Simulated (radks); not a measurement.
Cl, configuration [Ne] 3s1 3p5 4s1 (not the ground configuration).

Calculated with a radial shooting solver on a logarithmic mesh with Libxc functionals: scalar-relativistic Kohn-Sham, AM05, spin-polarised, spherical densities, finite nucleus; open shells are filled with parallel spins first; Fermi nuclear charge, rms radius 3.3654 fm.

Energy parts (hartree):
part                       energy
total                  -459.47017
kinetic                 461.28954
electron-nucleus      -1092.88685
Hartree                 198.72320
exchange-correlation    -26.59606

Orbitals (lengths in bohr, moments of r in powers of bohr; <r^-3> diverges for s and p1/2):
orbital  occ.  eigenvalue (hartree)  <r^-3>    <r^2>
1s up       1             -101.1135       -  0.01118
1s down     1             -101.0951       -  0.01118
2s up       1              -9.56832       -   0.2356
2s down     1              -9.55005       -   0.2349
2p up       3              -7.34727   102.2   0.2069
2p down     3              -7.32561   102.3   0.2061
3s up       1              -1.02953       -    2.523
3s down     0              -0.93557       -    2.617
3p up       3              -0.56093   9.030    3.363
3p down     2              -0.47865   8.437    3.603
4s up       1              -0.08749       -    31.64

The highest occupied level is 4s up at -2.381 eV. The configuration is held as typed, so some empty levels lie below it. Summed over all electrons, <r^2> = 53.19 bohr^2, which gives a Langevin (diamagnetic) susceptibility term of -42.1 x 10^-6 cm^3/mol. The density falls to 0.001 e/bohr^3 at r = 4.56 bohr. Spin moment in Bohr magnetons: 3.
